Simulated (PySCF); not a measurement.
C3H8GeSi, SMILES C1(C)=[CH][GeH2][SiH2]1.

The structure is a stationary point at PBE0-D3(BJ)/def2-SVP. The structure was generated by enumeration, and PubChem lists no compound with its InChIKey, so it may never have been made.

Level of theory: PySCF with ωB97X/def2-TZVP.

Symmetry labels are those of the subgroup Cs that the program uses (full group Cs).

Computed valence orbital energies around the gap with their symmetry:
```csv
orbital,symmetry,energy (eV)
HOMO−7,A",-14.43
HOMO−6,A',-14.42
HOMO−5,A",-12.63
HOMO−4,A',-11.81
HOMO−3,A",-11.79
HOMO−2,A',-10.34
HOMO−1,A",-9.81
HOMO,A',-9.70
LUMO,A",1.82
LUMO+1,A',1.92
LUMO+2,A',2.45
LUMO+3,A",2.98
```
